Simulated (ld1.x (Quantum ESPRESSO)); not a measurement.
**C (Z = 6): one change to a TM semilocal potential, before and after**

- Element: C (Z = 6)
- Generator: ld1.x (Quantum ESPRESSO) 7.5
- Type: norm-conserving Troullier–Martins (semilocal form)
- Functional: PBEsol
- Relativity: non-relativistic
- Frozen core: [He]
- Valence charge: 4
- Reference configuration: 2s1.75 2p2.25
- Partial waves: 2p (bound): rc 2.00 bohr; 3d channel at 0.25 Ry: rc 1.65 bohr; 2s (bound): rc 0.95 bohr
- Local potential: the s channel
- Core correction: none

Change: wave 2p (bound): rc 2.00 bohr becomes 2p (bound): rc 2.42 bohr.

Cutoffs: the cutoffs (Ry, on a coarse ladder) from which the occupation-weighted sum of valence levels, in a spherical-Bessel basis at the reference potential, stays within 10 and 1 mRy of its value at 400 Ry; they do not see the model core or the augmentation charge, which bear on the density cutoff. Errors are all-electron minus pseudo energies relative to the spin-unpolarised reference configuration.

**Question.** Predict the effect on cutoff, ghosts and configuration errors.

**Answer.** The potential gets neither clearly harder nor softer (35 Ry and 90 Ry → 35 Ry and 90 Ry); the s channel sets the loose cutoff, while the largest relative change is in p, which becomes softer; of the 7 tests that both files solve, the error grows in 7 and shrinks in 0 by more than 15 % and 0.3 meV (median size 5.9 → 24.1 meV); neither file shows a bound ghost. More of the atom is replaced by a form fitted at one configuration, so other configurations suffer. A semilocal file is local in each channel, so a ghost entry of none says nothing of the separable form that plane-wave codes build from it.

| quantity | base | changed |
| --- | --- | --- |
| cutoff, loose | 35 Ry | 35 Ry |
| cutoff, tight | 90 Ry | 90 Ry |
| loose cutoff by channel (10 mRy a level) | p 25 Ry, s 30 Ry | p 18 Ry, s 30 Ry |
| bound ghosts | none | none |
| error for 2s2 2p2, meV [ΔE -2.10 eV] | +0.1 | -0.5 |
| error for 2s2 2p1, meV [ΔE 8.69 eV] | +31 | +66 |
| error for 2s2 2p0, meV [ΔE 32.71 eV] | +293 | +576 |
| error for 2s2 2p1.5, meV [ΔE 1.83 eV] | +5.9 | +13 |
| error for 2s0 2p4, meV [ΔE 14.74 eV] | +0.6 | -24 |
| error for 2s2 2p2.3, meV [ΔE -3.25 eV] | -1.4 | -3.9 |
| error for 2s1 2p0, meV [ΔE 80.66 eV] | +626 | +1164 |
